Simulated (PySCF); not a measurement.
Working out the ionisation energy of Ti+

Ti+ [Ar] 3d2 4s1 (4F) → Ti(2+) [Ar] 3d2 (3F). All numbers are calculated (PySCF 2.14, scalar relativity by spin-free X2C-1e, in cc-pVTZ-DK (7s6p4d2f1g, 68 functions)). Frozen: [Ar]. Energies in hartree (1 hartree = 27.21139 eV):

| part | Ti+ (lower) | Ti(2+) (upper) |
| --- | --- | --- |
| UHF | -852.543294 | -852.067769 |
| MP2 opposite-spin | 0.000000 | 0.000000 |
| MP2 same-spin | -0.011084 | -0.004482 |

What does Hartree-Fock give?

(-852.067769) − (-852.543294) = 0.475525 hartree = 12.940 eV.

What do MP2 and SCS-MP2 (6/5 opposite-spin, 1/3 same-spin) give?

The opposite-spin parts differ by 0.000 eV and the same-spin parts by 0.180 eV. MP2: 12.940 + (0.000) + (0.180) = 13.120 eV. SCS-MP2: 12.940 + 1.2 × (0.000) + (0.180)/3 = 13.000 eV.

Reference: 13.575 eV (measured; NIST Atomic Spectra Database, ionization energies), between the lowest levels; spin-orbit coupling is absent from the calculation.

What remains against the reference includes basis incompleteness, the frozen core and correlation beyond second order.
